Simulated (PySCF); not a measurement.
**`N1(C)C=CC=CC1`, C6H9N**

Molfile (atoms numbered from 1):
```
C6H9N
     RDKit          3D

 16 16  0  0  0  0  0  0  0  0999 V2000
   -2.1780    0.5366   -0.1541 C   0  0  0  0  0  0  0  0  0  0  0  0
   -0.7745    0.2289   -0.0593 N   0  0  0  0  0  0  0  0  0  0  0  0
    0.1550    1.1835    0.2624 C   0  0  0  0  0  0  0  0  0  0  0  0
    1.4786    0.9165    0.4187 C   0  0  0  0  0  0  0  0  0  0  0  0
    1.9229   -0.4513    0.2152 C   0  0  0  0  0  0  0  0  0  0  0  0
    1.0430   -1.4404   -0.0400 C   0  0  0  0  0  0  0  0  0  0  0  0
   -0.4458   -1.1997   -0.0800 C   0  0  0  0  0  0  0  0  0  0  0  0
   -2.6087    0.1345   -1.0904 H   0  0  0  0  0  0  0  0  0  0  0  0
   -2.3345    1.6246   -0.1448 H   0  0  0  0  0  0  0  0  0  0  0  0
   -2.7544    0.0952    0.6855 H   0  0  0  0  0  0  0  0  0  0  0  0
   -0.2435    2.1975    0.3579 H   0  0  0  0  0  0  0  0  0  0  0  0
    2.1796    1.7182    0.6476 H   0  0  0  0  0  0  0  0  0  0  0  0
    2.9926   -0.6760    0.2563 H   0  0  0  0  0  0  0  0  0  0  0  0
    1.3777   -2.4687   -0.2010 H   0  0  0  0  0  0  0  0  0  0  0  0
   -0.9584   -1.7164    0.7703 H   0  0  0  0  0  0  0  0  0  0  0  0
   -0.8931   -1.6537   -0.9908 H   0  0  0  0  0  0  0  0  0  0  0  0
  1  2  1  0
  2  3  1  0
  3  4  2  0
  4  5  1  0
  5  6  2  0
  6  7  1  0
  7  2  1  0
  1  8  1  0
  1  9  1  0
  1 10  1  0
  3 11  1  0
  4 12  1  0
  5 13  1  0
  6 14  1  0
  7 15  1  0
  7 16  1  0
M  END
```

Method: UKS B3LYP/def2-SVP four-point reorganisation energy, gas phase (PySCF 2.14.0). Geometry: B3LYP/def2-SVP.

Q: What is the inner reorganisation energy for hole transfer, with the ionisation energy?

A: λ = 0.167 (surface of the oxidised species) + 0.156 (surface of the starting species) = 0.323 eV. The ionisation energy is 6.66 eV vertical and 6.49 eV adiabatic without zero-point energy; at the relaxed geometry of the oxidised species the two energies differ by 6.34 eV. Largest bond changes: C3–C4 1.359 → 1.405 Å, N2–C3 1.371 → 1.326 Å, C4–C5 1.452 → 1.416 Å, C1–N2 1.440 → 1.464 Å, C5–C6 1.348 → 1.370 Å. ⟨S²⟩ of the relaxed oxidised species 0.771.
